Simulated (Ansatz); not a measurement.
Reaction (atomization): `B[S][GeH3]` → B• + Ge• + 5 H• + S•

Calculated with Ansatz (gas phase, PBE0-D4/def2-TZVP geometries, no zero-point term in ΔE). CCSD(T)/CBS is the MP2 limit (def2-TZVPP, def2-QZVPP) plus CCSD(T) − MP2 in def2-TZVPP, frozen cores. This one scheme is used for every species, atoms too. No spin–orbit coupling; open shells (•) take unrestricted orbitals. Spin–orbit coupling would lower the free atoms: a little for B, S; clearly for Ge. For Ge outer-core shells are correlated without core-valence functions, so the limit isn't a true one: a few kJ/mol of doubt a bond, and 10 to 20 or more in all where bonds break to atoms. Scalar relativity is left out up to krypton.

| species | CCSD/CBS(def2) energy (Eh) |
| --- | --- |
| `B[S][GeH3]` | -2501.68573 |
| B• | -24.60302 |
| Ge• | -2076.01196 |
| H• | -0.50000 |
| S• | -397.67481 |

Work out ΔE.

ΔE = 5 × (-0.50000) + (-24.60302) + (-2076.01196) + (-397.67481) − (-2501.68573) = 0.89594 Eh = +562.2 kcal/mol. CCSD(T)/CBS gives +569.2 kcal/mol.

Largest T1 diagnostic among the species: 0.014.

Leaving LDA and LC-ωPBE aside and taking each functional with its dispersion term where it has one, the values, not all of them listed here, spread over 20.5 kcal/mol, from revPBE-D4 to B97M-V. LDA lies +73.1 kcal/mol from PBE without D4, its usual overbinding. At CCSD(T), def2-SVP lies −32.4 kcal/mol from the extrapolated value and def2-TZVPP −10.7 kcal/mol: correlation converges slowly with the basis, and small sets miss more of it in the bonded molecule than in its fragments. In def2-TZVPP, CCSD(T) changes the Hartree–Fock value by +126.9 kcal/mol (the triples alone add +7.0 kcal/mol) and MP2 by +126.4 kcal/mol; breaking electron pairs costs correlation energy, which Hartree–Fock lacks.

For atomizations the MP2-based limit and the directly extrapolated one differ by several kJ/mol either way, and by 10 to 25 for some Ge, Se and Sn compounds, so smaller differences from it don't rank the levels.
